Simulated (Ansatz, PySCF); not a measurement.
System: C₂H₆B, net charge 0, doublet state. It need not be the lowest isomer of its formula. 
Coordinates optimised at B3LYP-D3(BJ)/def2-TZVP (Ansatz, a quantum-chemistry and plane-wave program):
```xyz
9

B      0.0493    -0.4822     0.2840
C      1.3753     0.1011    -0.2581
C     -1.3958     0.0481     0.1330
H      1.7134     0.8331     0.4908
H      2.1849    -0.6231    -0.3594
H      1.2611     0.6480    -1.2031
H     -1.5681     0.5938    -0.8038
H     -1.5408     0.7707     0.9500
H     -2.1740    -0.7066     0.2558
```
Charge 0, spin multiplicity 2.

Total electronic energies in hartree. Valence correlation only, unless marked. UHF or UKS for open shells. No spin-orbit coupling. Non-relativistic. CBS marks a two-point X^-3 extrapolation of the correlation energy; Hartree-Fock from the larger set. [CCSD(T)-MP2]/basis is that difference in the basis named.

```json
[
 {"level": "HF/STO-3G", "program": "Ansatz", "energy (Eh)": "-102.60384"},
 {"level": "BLYP-D3(BJ)/def2-TZVPD", "program": "Ansatz + dftd3", "energy (Eh)": "-104.58268"},
 {"level": "revPBE/def2-TZVPD", "program": "Ansatz", "energy (Eh)": "-104.60762"},
 {"level": "TPSS/def2-TZVPD", "program": "PySCF", "energy (Eh)": "-104.66290"},
 {"level": "TPSS-D4/def2-TZVPD", "program": "PySCF + dftd4", "energy (Eh)": "-104.66857"},
 {"level": "TPSSh/def2-TZVPD", "program": "PySCF", "energy (Eh)": "-104.65444"},
 {"level": "r2SCAN0/def2-TZVPD", "program": "Ansatz", "energy (Eh)": "-104.56385"},
 {"level": "M06-2X/def2-TZVPD", "program": "PySCF", "energy (Eh)": "-104.57978"},
 {"level": "MN15/def2-TZVPD", "program": "PySCF", "energy (Eh)": "-104.49319"},
 {"level": "CAM-B3LYP-D4/def2-TZVPD", "program": "Ansatz + dftd4", "energy (Eh)": "-104.57284"},
 {"level": "MP2/cc-pVDZ", "program": "Ansatz", "energy (Eh)": "-104.21667"},
 {"level": "MP2/aug-cc-pVTZ", "program": "Ansatz", "energy (Eh)": "-104.33381"},
 {"level": "MP2/cc-pVTZ", "program": "Ansatz", "energy (Eh)": "-104.32685"},
 {"level": "RI-MP2/aug-cc-pVQZ", "program": "Ansatz", "energy (Eh)": "-104.36346"},
 {"level": "SCS-MP2/6-31G*", "program": "Ansatz", "energy (Eh)": "-104.17211"},
 {"level": "SCS-MP2/aug-cc-pVDZ", "program": "Ansatz", "energy (Eh)": "-104.23721"},
 {"level": "CCSD/6-31G*", "program": "Ansatz", "energy (Eh)": "-104.21109"},
 {"level": "CCSD/cc-pVDZ", "program": "Ansatz", "energy (Eh)": "-104.26173"},
 {"level": "CCSD(T)/6-31G", "program": "Ansatz", "energy (Eh)": "-104.07809"},
 {"level": "CCSD(T)/6-31G*", "program": "Ansatz", "energy (Eh)": "-104.22044"},
 {"level": "CCSD(T)/cc-pVQZ", "program": "Ansatz", "energy (Eh)": "-104.41300"},
 {"level": "RI-MP2/CBS(aug-cc-pVTZ,aug-cc-pVQZ)+[CCSD(T)-MP2]/aug-cc-pVTZ", "program": "Ansatz", "energy (Eh)": "-104.4369"},
 {"level": "CCSD(T)/CBS(cc-pVTZ,cc-pVQZ)", "program": "Ansatz", "energy (Eh)": "-104.4301"}
]
```

Totals of different functionals don't rank their quality; only differences between species are comparable.
